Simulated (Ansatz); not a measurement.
This geometry of BCl3 + H2 (6 atoms, charge 0, multiplicity 1) is a first-order saddle point.

Level of theory: RKS PBE0-D4/def2-SVP in Ansatz 0.2.0.

```xyz
6
Properties=species:S:1:pos:R:3
B 0.018 -0.335 0.014
Cl 0.009 0.139 2.063
Cl 1.548 0.172 -0.701
Cl -1.529 0.118 -0.701
H 0.040 -1.610 0.264
H 0.032 -1.154 1.247
```

Q: Which two structures does it join? (They come from a converged band through this point; their orientation in space is the band's.)

A: Bonds broken: B1–Cl2, H5–H6. Bonds formed: B1–H5, Cl2–H6. BCl3 + H2 becomes BCl2H + ClH.

Image 0:

```xyz
6
Properties=species:S:1:pos:R:3
B -0.010 0.563 0.060
Cl -0.016 0.945 1.760
Cl 1.501 0.406 -0.789
Cl -1.516 0.349 -0.787
H 0.110 -2.603 0.618
H 0.048 -2.330 1.325
```

Image 8:

```xyz
6
Properties=species:S:1:pos:R:3
B 0.059 -0.408 -0.657
Cl 0.054 -0.119 2.543
Cl 1.503 0.516 -0.958
Cl -1.512 0.293 -0.927
H 0.147 -1.561 -0.337
H -0.133 -1.391 2.522
```

Q: How far does it lie above each of them?

A: 32.5 kcal/mol above the first and 18.6 kcal/mol above the second. This is the barrier of this one path; another mechanism may lie lower. The orbitals stay closed-shell, which can raise the energy where a bond breaks towards radicals; this wasn't checked here.

Time of the run: 14 min on 1 thread of Arm Neoverse V2 (shared host), peak memory 0.15 GiB.
